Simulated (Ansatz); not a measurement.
Ansatz (a first-principles code) input (HF/STO-3G):

Ansatz 0.2 input:
```yaml
crystal:
  periodic: [false, false, false]
  atoms:
    - {symbol: C, position_ang: [-0.75161000, 1.77113100, -1.08274700]}
    - {symbol: Si, position_ang: [-0.38886200, 0.26377900, -0.26371100]}
    - {symbol: C, position_ang: [-1.91463300, -0.84224800, -0.00461900]}
    - {symbol: P, position_ang: [1.16096000, -1.42223600, -0.94005600]}
    - {symbol: P, position_ang: [0.43002000, 0.75639000, 1.83415600]}
    - {symbol: H, position_ang: [-1.46878000, 1.76354900, -1.90276500]}
    - {symbol: H, position_ang: [0.00940100, 2.54194100, -1.17690900]}
    - {symbol: H, position_ang: [-2.32999400, -1.13166200, -0.97478600]}
    - {symbol: H, position_ang: [-2.68356800, -0.29510700, 0.54461000]}
    - {symbol: H, position_ang: [-1.66974200, -1.75605900, 0.54172200]}
    - {symbol: H, position_ang: [0.73039300, -1.47127400, -2.29740900]}
    - {symbol: H, position_ang: [2.21105700, -0.50942000, -1.22749300]}
    - {symbol: H, position_ang: [1.48329100, -0.20080800, 1.93097300]}
    - {symbol: H, position_ang: [1.29475800, 1.78033300, 1.36669700]}
basis:
  gaussian:
    orbitals: STO-3G
hamiltonian:
  xc: {name: HF}
total_charge: -1
relax: {f_tol: 0.003, max_steps: 120}
```

Output:

```
Functional definition: HF
integrals: 0.01 GiB planned
616 factors; integrals over basis functions are off by at most 1.3e-5 eV
mean field: 0.12 GiB planned
mean field evaluation 1: about -28278.0498 eV, gradient 2.2e1 eV
mean field evaluation 2: about -28278.1732 eV, gradient 2.2e1 eV
mean field evaluation 4: about -28279.9511 eV, gradient 1.7e0 eV
mean field evaluation 8: about -28279.9669 eV, gradient 1.9e-2 eV
mean field -28279.96689394 eV, -1039.2696145024 hartree, gradient 4.1e-5 eV, S^2 0.000000; 0 other end points of the search recorded, 0 dependent functions left out
the calculation of the forces begins
reference -28279.96689394 eV, -1039.2696145024 hartree; 33, 33 occupied and 13, 13 virtual orbitals, 616 factors
relax step   1: F+E_penalty+E_count = -28279.96689394 eV  Δ(F+E_penalty+E_count) = +0.000e0 eV  max|allowed force component| = 1.850e0 eV/Å  Δτ_max = 0.0000 Å  (28 SCF iters, accepted)
these checks for a lower state are left out or cut short: starts, cluster_reference, orbital_swaps, neighbouring_geometries, increment
integrals: 0.01 GiB planned
616 factors; integrals over basis functions are off by at most 1.7e-5 eV
mean field: 0.12 GiB planned
mean field evaluation 16: about -28280.2748 eV, gradient 1.3e-4 eV
mean field -28280.27484506 eV, -1039.2809314971 hartree, gradient 8.2e-6 eV, S^2 0.000000; 0 other end points of the search recorded, 0 dependent functions left out
the calculation of the forces begins
reference -28280.27484506 eV, -1039.2809314971 hartree; 33, 33 occupied and 13, 13 virtual orbitals, 616 factors
relax step   2: F+E_penalty+E_count = -28280.27484506 eV  Δ(F+E_penalty+E_count) = -3.080e-1 eV  max|allowed force component| = 1.175e0 eV/Å  Δτ_max = 0.1945 Å  (28 SCF iters, accepted)
these checks for a lower state are left out or cut short: starts, cluster_reference, orbital_swaps, neighbouring_geometries, increment
integrals: 0.01 GiB planned
616 factors; integrals over basis functions are off by at most 1.6e-5 eV
mean field: 0.12 GiB planned
mean field -28280.32878315 eV, -1039.2829136856 hartree, gradient 8.5e-6 eV, S^2 0.000000; 0 other end points of the search recorded, 0 dependent functions left out
the calculation of the forces begins
reference -28280.32878315 eV, -1039.2829136856 hartree; 33, 33 occupied and 13, 13 virtual orbitals, 616 factors
relax step   3: F+E_penalty+E_count = -28280.32878315 eV  Δ(F+E_penalty+E_count) = -5.394e-2 eV  max|allowed force component| = 1.096e0 eV/Å  Δτ_max = 0.1345 Å  (29 SCF iters, accepted)
these checks for a lower state are left out or cut short: starts, cluster_reference, orbital_swaps, neighbouring_geometries, increment
integrals: 0.01 GiB planned
616 factors; integrals over basis functions are off by at most 1.5e-5 eV
mean field: 0.12 GiB planned
mean field evaluation 32: about -28280.3637 eV, gradient 9.1e-6 eV
mean field -28280.36368546 eV, -1039.2841963216 hartree, gradient 9.0e-6 eV, S^2 0.000000; 0 other end points of the search recorded, 0 dependent functions left out
the calculation of the forces begins
reference -28280.36368546 eV, -1039.2841963216 hartree; 33, 33 occupied and 13, 13 virtual orbitals, 616 factors
relax step   4: F+E_penalty+E_count = -28280.36368546 eV  Δ(F+E_penalty+E_count) = -3.490e-2 eV  max|allowed force component| = 6.073e-1 eV/Å  Δτ_max = 0.0406 Å  (23 SCF iters, accepted)
these checks for a lower state are left out or cut short: starts, cluster_reference, orbital_swaps, neighbouring_geometries, increment
integrals: 0.01 GiB planned
616 factors; integrals over basis functions are off by at most 2.1e-5 eV
mean field: 0.12 GiB planned
mean field -28280.35521459 eV, -1039.2838850228 hartree, gradient 9.4e-6 eV, S^2 0.000000; 0 other end points of the search recorded, 0 dependent functions left out
the calculation of the forces begins
reference -28280.35521459 eV, -1039.2838850228 hartree; 33, 33 occupied and 13, 13 virtual orbitals, 616 factors
relax step   5: F+E_penalty+E_count = -28280.35521459 eV  Δ(F+E_penalty+E_count) = +8.471e-3 eV  max|allowed force component| = 9.207e-1 eV/Å  Δτ_max = 0.2000 Å  (27 SCF iters, rejected (line search))
these checks for a lower state are left out or cut short: starts, cluster_reference, orbital_swaps, neighbouring_geometries, increment
integrals: 0.01 GiB planned
616 factors; integrals over basis functions are off by at most 1.9e-5 eV
mean field: 0.12 GiB planned
mean field -28280.39321984 eV, -1039.2852816901 hartree, gradient 9.3e-6 eV, S^2 0.000000; 0 other end points of the search recorded, 0 dependent functions left out
the calculation of the forces begins
reference -28280.39321984 eV, -1039.2852816901 hartree; 33, 33 occupied and 13, 13 virtual orbitals, 616 factors
relax step   6: F+E_penalty+E_count = -28280.39321984 eV  Δ(F+E_penalty+E_count) = -2.953e-2 eV  max|allowed force component| = 1.901e-1 eV/Å  Δτ_max = 0.0950 Å  (29 SCF iters, accepted)
these checks for a lower state are left out or cut short: starts, cluster_reference, orbital_swaps, neighbouring_geometries, increment
integrals: 0.01 GiB planned
616 factors; integrals over basis functions are off by at most 2.2e-5 eV
mean field: 0.12 GiB planned
mean field -28280.39651619 eV, -1039.2854028288 hartree, gradient 9.9e-6 eV, S^2 0.000000; 0 other end points of the search recorded, 0 dependent functions left out
the calculation of the forces begins
[...]
mean field -28280.40383737 eV, -1039.2856718773 hartree, gradient 9.5e-6 eV, S^2 0.000000; 0 other end points of the search recorded, 0 dependent functions left out
the calculation of the forces begins
reference -28280.40383737 eV, -1039.2856718773 hartree; 33, 33 occupied and 13, 13 virtual orbitals, 616 factors
relax step  14: F+E_penalty+E_count = -28280.40383737 eV  Δ(F+E_penalty+E_count) = -3.194e-4 eV  max|allowed force component| = 2.483e-2 eV/Å  Δτ_max = 0.0408 Å  (23 SCF iters, accepted)
these checks for a lower state are left out or cut short: starts, cluster_reference, orbital_swaps, neighbouring_geometries, increment
integrals: 0.01 GiB planned
616 factors; integrals over basis functions are off by at most 2.6e-5 eV
mean field: 0.12 GiB planned
mean field -28280.40406096 eV, -1039.2856800939 hartree, gradient 9.4e-6 eV, S^2 0.000000; 0 other end points of the search recorded, 0 dependent functions left out
the calculation of the forces begins
reference -28280.40406096 eV, -1039.2856800939 hartree; 33, 33 occupied and 13, 13 virtual orbitals, 616 factors
relax step  15: F+E_penalty+E_count = -28280.40406096 eV  Δ(F+E_penalty+E_count) = -2.236e-4 eV  max|allowed force component| = 8.464e-2 eV/Å  Δτ_max = 0.0516 Å  (24 SCF iters, accepted)
these checks for a lower state are left out or cut short: starts, cluster_reference, orbital_swaps, neighbouring_geometries, increment
integrals: 0.01 GiB planned
616 factors; integrals over basis functions are off by at most 2.6e-5 eV
mean field: 0.12 GiB planned
mean field -28280.40427915 eV, -1039.2856881121 hartree, gradient 9.5e-6 eV, S^2 0.000000; 0 other end points of the search recorded, 0 dependent functions left out
the calculation of the forces begins
reference -28280.40427915 eV, -1039.2856881121 hartree; 33, 33 occupied and 13, 13 virtual orbitals, 616 factors
relax step  16: F+E_penalty+E_count = -28280.40427915 eV  Δ(F+E_penalty+E_count) = -2.182e-4 eV  max|allowed force component| = 4.576e-2 eV/Å  Δτ_max = 0.0049 Å  (25 SCF iters, accepted)
these checks for a lower state are left out or cut short: starts, cluster_reference, orbital_swaps, neighbouring_geometries, increment
integrals: 0.01 GiB planned
616 factors; integrals over basis functions are off by at most 2.7e-5 eV
mean field: 0.12 GiB planned
mean field -28280.40442160 eV, -1039.2856933473 hartree, gradient 9.5e-6 eV, S^2 0.000000; 0 other end points of the search recorded, 0 dependent functions left out
the calculation of the forces begins
reference -28280.40442160 eV, -1039.2856933473 hartree; 33, 33 occupied and 13, 13 virtual orbitals, 616 factors
relax step  17: F+E_penalty+E_count = -28280.40442160 eV  Δ(F+E_penalty+E_count) = -1.425e-4 eV  max|allowed force component| = 8.440e-3 eV/Å  Δτ_max = 0.0165 Å  (24 SCF iters, accepted)
these checks for a lower state are left out or cut short: starts, cluster_reference, orbital_swaps, neighbouring_geometries, increment
integrals: 0.01 GiB planned
616 factors; integrals over basis functions are off by at most 2.7e-5 eV
mean field: 0.12 GiB planned
mean field evaluation 128: about -28280.2722 eV, gradient 2.7e-3 eV
mean field -28280.40449178 eV, -1039.2856959262 hartree, gradient 9.5e-6 eV, S^2 0.000000; 0 other end points of the search recorded, 0 dependent functions left out
the calculation of the forces begins
reference -28280.40449178 eV, -1039.2856959262 hartree; 33, 33 occupied and 13, 13 virtual orbitals, 616 factors
relax step  18: F+E_penalty+E_count = -28280.40449178 eV  Δ(F+E_penalty+E_count) = -7.018e-5 eV  max|allowed force component| = 1.188e-2 eV/Å  Δτ_max = 0.0269 Å  (23 SCF iters, accepted)
these checks for a lower state are left out or cut short: starts, cluster_reference, orbital_swaps, neighbouring_geometries, increment
integrals: 0.01 GiB planned
616 factors; integrals over basis functions are off by at most 2.7e-5 eV
mean field: 0.12 GiB planned
mean field -28280.40449315 eV, -1039.2856959766 hartree, gradient 9.5e-6 eV, S^2 0.000000; 0 other end points of the search recorded, 0 dependent functions left out
the calculation of the forces begins
reference -28280.40449315 eV, -1039.2856959766 hartree; 33, 33 occupied and 13, 13 virtual orbitals, 616 factors
relax step  19: F+E_penalty+E_count = -28280.40449315 eV  Δ(F+E_penalty+E_count) = -1.372e-6 eV  max|allowed force component| = 3.052e-2 eV/Å  Δτ_max = 0.0194 Å  (24 SCF iters, accepted)
these checks for a lower state are left out or cut short: starts, cluster_reference, orbital_swaps, neighbouring_geometries, increment
integrals: 0.01 GiB planned
616 factors; integrals over basis functions are off by at most 2.7e-5 eV
mean field: 0.12 GiB planned
mean field -28280.40452983 eV, -1039.2856973244 hartree, gradient 9.5e-6 eV, S^2 0.000000; 0 other end points of the search recorded, 0 dependent functions left out
the calculation of the forces begins
reference -28280.40452983 eV, -1039.2856973244 hartree; 33, 33 occupied and 13, 13 virtual orbitals, 616 factors
relax step  20: F+E_penalty+E_count = -28280.40452983 eV  Δ(F+E_penalty+E_count) = -3.667e-5 eV  max|allowed force component| = 1.038e-2 eV/Å  Δτ_max = 0.0024 Å  (25 SCF iters, accepted)
these checks for a lower state are left out or cut short: starts, cluster_reference, orbital_swaps, neighbouring_geometries, increment
integrals: 0.01 GiB planned
616 factors; integrals over basis functions are off by at most 2.7e-5 eV
mean field: 0.12 GiB planned
mean field -28280.40452364 eV, -1039.2856970970 hartree, gradient 9.5e-6 eV, S^2 0.000000; 0 other end points of the search recorded, 0 dependent functions left out
the calculation of the forces begins
reference -28280.40452364 eV, -1039.2856970970 hartree; 33, 33 occupied and 13, 13 virtual orbitals, 616 factors
relax step  21: F+E_penalty+E_count = -28280.40452364 eV  Δ(F+E_penalty+E_count) = +6.188e-6 eV  max|allowed force component| = 1.914e-2 eV/Å  Δτ_max = 0.0017 Å  (25 SCF iters, rejected (line search))
these checks for a lower state are left out or cut short: starts, cluster_reference, orbital_swaps, neighbouring_geometries, increment
integrals: 0.01 GiB planned
616 factors; integrals over basis functions are off by at most 2.7e-5 eV
mean field: 0.12 GiB planned
mean field evaluation 160: about -28280.4045 eV, gradient 9.5e-6 eV
mean field -28280.40453322 eV, -1039.2856974491 hartree, gradient 9.5e-6 eV, S^2 0.000000; 0 other end points of the search recorded, 0 dependent functions left out
the calculation of the forces begins
reference -28280.40453322 eV, -1039.2856974491 hartree; 33, 33 occupied and 13, 13 virtual orbitals, 616 factors
relax step  22: F+E_penalty+E_count = -28280.40453322 eV  Δ(F+E_penalty+E_count) = -3.394e-6 eV  max|allowed force component| = 3.925e-3 eV/Å  Δτ_max = 0.0008 Å  (25 SCF iters, accepted)
these checks for a lower state are left out or cut short: starts, cluster_reference, orbital_swaps, neighbouring_geometries, increment
integrals: 0.01 GiB planned
616 factors; integrals over basis functions are off by at most 2.7e-5 eV
mean field: 0.12 GiB planned
mean field -28280.40453677 eV, -1039.2856975797 hartree, gradient 9.5e-6 eV, S^2 0.000000; 0 other end points of the search recorded, 0 dependent functions left out
the calculation of the forces begins
reference -28280.40453677 eV, -1039.2856975797 hartree; 33, 33 occupied and 13, 13 virtual orbitals, 616 factors
relax step  23: F+E_penalty+E_count = -28280.40453677 eV  Δ(F+E_penalty+E_count) = -3.553e-6 eV  max|allowed force component| = 1.913e-3 eV/Å  Δτ_max = 0.0021 Å  (25 SCF iters, accepted)
integrals: 0.01 GiB planned
616 factors; integrals over basis functions are off by at most 2.7e-5 eV
mean field: 0.12 GiB planned
mean field -28280.40453677 eV, -1039.2856975797 hartree, gradient 9.5e-6 eV, S^2 0.000000; 1 other end points of the search recorded, 0 dependent functions left out
the calculation of the forces begins
reference -28280.40453677 eV, -1039.2856975797 hartree; 33, 33 occupied and 13, 13 virtual orbitals, 616 factors
Total energy: -28280.40453677 eV, -1039.2856975797 hartree
Atom 0 at    -0.854876     1.826520    -1.111990 Å, force    -0.000292    -0.000908     0.000067 eV/Å
Atom 1 at    -0.378971     0.303697    -0.232222 Å, force     0.000340     0.001326     0.000227 eV/Å
Atom 2 at    -1.856670    -0.832271     0.082177 Å, force    -0.000861    -0.001913     0.000225 eV/Å
Atom 3 at     1.120782    -1.197082    -1.013800 Å, force     0.000576     0.000038     0.000247 eV/Å
Atom 4 at     0.370707     0.774257     1.810362 Å, force    -0.000648     0.000214     0.000172 eV/Å
Atom 5 at    -1.179302     1.520344    -2.112934 Å, force    -0.000094    -0.000094     0.000101 eV/Å
Atom 6 at     0.067121     2.392018    -1.285871 Å, force     0.000339     0.000452    -0.000168 eV/Å
Atom 7 at    -2.266737    -1.214300    -0.845528 Å, force     0.000311     0.000723     0.000129 eV/Å
Atom 8 at    -2.657355    -0.301804     0.582791 Å, force     0.000484     0.000791    -0.000122 eV/Å
Atom 9 at    -1.610691    -1.692644     0.695291 Å, force    -0.000193    -0.000008    -0.000138 eV/Å
Atom 10 at     0.644757    -1.236655    -2.309649 Å, force    -0.000177    -0.000187    -0.000246 eV/Å
Atom 11 at     2.110638    -0.287673    -1.330387 Å, force    -0.000036     0.000124    -0.000079 eV/Å
Atom 12 at     1.154453    -0.348744     1.998156 Å, force     0.000173    -0.000541    -0.000062 eV/Å
Atom 13 at     1.448834     1.542645     1.421265 Å, force     0.000080    -0.000018    -0.000354 eV/Å
Dipole moment:     0.510312    -0.923978     0.414775 e Å
```

The dipole moment of an ion depends on the origin.

The geometry given is a B3LYP-D3(BJ)/def2-TZVP minimum.
